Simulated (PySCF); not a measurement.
## As⁺: excitation energy

As⁺ [Ar] 3d10 4s2 4p2 (3P) → As⁺ [Ar] 3d10 4s1 4p3 (5S), as a difference of total energies. Calculation: PySCF 2.14, in aug-cc-pVQZ-PP with ECP10MDF (7s6p5d3f2g, 89 functions); scalar relativity through the core potential. Correlated levels: valence: 3s2 3p6 3d10 frozen. The calculations carry no spin-orbit coupling.

```
           method  excitation energy (eV)  error (eV)
              UHF                   4.852      -1.725
              LDA                   7.578      +1.001
              PBE                   7.303      +0.726
             PBE0                   6.858      +0.281
           r2SCAN                   6.516      -0.061
            wB97X                   7.676      +1.099
            B97-3                   7.367      +0.790
             MN15                   6.886      +0.309
          wB97M-V                   7.081      +0.504
    MP2 (valence)                   5.884      -0.693
SCS-MP2 (valence)                   6.342      -0.235
```

Reference: 6.577 eV (measured; NIST levels, between the centres of gravity of the two terms).

Errors of the correlated levels include the incompleteness of this basis and the frozen core.
